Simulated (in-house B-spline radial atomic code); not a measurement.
RPA and G0W0 for F²⁺, [He] 2s2 2p3, highest spin, as one setting changes: the share of exact exchange in the PBE hybrid start. A dash marks a level of low quasi-particle weight. Computed with an all-electron radial atomic-structure program (B-spline basis): all electrons, non-relativistic, point nucleus, each spin shell either full or empty, empty states to l = 9 with an (l + 1/2)⁻⁴ tail; G0W0 by contour deformation at full frequency.

| share of exact exchange in the PBE hybrid start | mean-field level (eV) | G0W0 level (eV) | RPA correlation (Eh) |
| --- | --- | --- | --- |
| 0 | -51.57 | 2p up -62.15 | -0.35799 |
| 0.1 | -52.87 | 2p up -62.32 | -0.35069 |
| 0.2 | -54.17 | 2p up -62.47 | -0.34394 |
| 0.3 | -55.48 | 2p up -62.60 | -0.33765 |
| 0.4 | -56.78 | 2p up -62.71 | -0.33176 |
| 0.5 | -58.09 | 2p up -62.81 | -0.32622 |
| 0.6 | ? | ? | ? |
| 0.7 | -60.72 | 2p up -62.98 | -0.31602 |
| 0.8 | ? | ? | ? |
| 0.9 | -63.35 | 2p up -63.10 | -0.30679 |
| 1 | -64.67 | 2p up -63.16 | -0.30249 |

Task: What belongs in the row for 0.8?

Result: mean-field level (eV): -62.03; G0W0 level (eV): 2p up -63.04; RPA correlation (Eh): -0.3113.

Task: What belongs in the row for 0.6?

Result: mean-field level (eV): -59.40; G0W0 level (eV): 2p up -62.90; RPA correlation (Eh): -0.32099.

Task: At what share of exact exchange does G0W0 leave the highest level unchanged?

Result: Near 0.88, where the shift changes sign (-1.012 eV at 0.8, +0.246 eV at 0.9).
